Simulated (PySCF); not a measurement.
C5H8FOP.
InChI=1S/C5H8FOP/c1-8(7)3-2-5(6)4-8/h4H,2-3H2,1H3/t8-/m0/s1

Method used: TDDFT CAM-B3LYP/def2-SVPD, vertical, gas phase, core orbitals frozen in the response (PySCF 2.14.0, density-fitted response routines). Geometry: GFN2-xTB, one conformer, isolated molecule.

Broadening: Gaussians 0.5 eV wide at half height, area fixed by f = 4.319×10⁻⁹ ∫ε dν̃. The width is an assumption, not a result. The curve ends short of the highest state used, and states not computed would add to its high-energy end.

E (eV), ε (L mol⁻¹ cm⁻¹) and a bar:
```
     5.76          4 
     5.79          6 
     5.82          9 
     5.85         15 
     5.88         23 
     5.92         39 
     5.95         57 
     5.98         81 
     6.01        114 
     6.04        158 
     6.07        213 #
     6.11        309 #
     6.14        399 #
     6.17        505 #
     6.20        627 ##
     6.23        763 ##
     6.26        910 ##
     6.29       1066 ###
     6.33       1276 ###
     6.36       1429 ####
     6.39       1571 ####
     6.42       1696 ####
     6.45       1799 ####
     6.48       1879 #####
     6.52       1947 #####
     6.55       1973 #####
     6.58       1984 #####
     6.61       1990 #####
     6.64       2002 #####
     6.67       2036 #####
     6.71       2141 #####
     6.74       2287 ######
     6.77       2508 ######
     6.80       2817 #######
     6.83       3225 ########
     6.86       3736 #########
     6.89       4350 ###########
     6.93       5314 #############
     6.96       6125 ###############
     6.99       6987 #################
     7.02       7870 ####################
     7.05       8742 ######################
     7.08       9567 ########################
     7.12      10538 ##########################
     7.15      11134 ############################
     7.18      11592 #############################
     7.21      11899 ##############################
     7.24      12051 ##############################
     7.27      12053 ##############################
     7.31      11844 #############################
     7.34      11550 #############################
     7.37      11164 ############################
     7.40      10707 ###########################
     7.43      10199 #########################
     7.46       9660 ########################
     7.50       8917 ######################
```

(1) Where are the band maxima, and which computed states make them?

(2) On this curve, what absorbance would a 10⁻⁴ mol/L sample give at 193 nm over a 1 cm path?

(3) Coming from long wavelengths, where does ε first pass 100 L mol⁻¹ cm⁻¹?

Results:

(1) 171 nm (7.26 eV), ε about 12000, made up of S3 (75%), S4 (14%) and S5 (10%) (ε in L mol⁻¹ cm⁻¹; maxima over ε = 5, shares over 10%). The states used: S1 6.51 eV (f 0.033); S2 6.80 eV (f 0.0044); S3 7.18 eV (f 0.177); S4 7.40 eV (f 0.038); S5 7.54 eV (f 0.055); S6 7.70 eV (f 0.026); S7 7.91 eV (f 0.013); S8 8.10 eV (f 0.013).

(2) 193 nm is 6.424 eV, where ε is about 1700 L mol⁻¹ cm⁻¹, so A = ε c l ≈ 0.17 (Beer–Lambert, with the gas-phase spectrum and the assumed width).

(3) At about 207 nm (6.00 eV), 0.51 eV below S1.
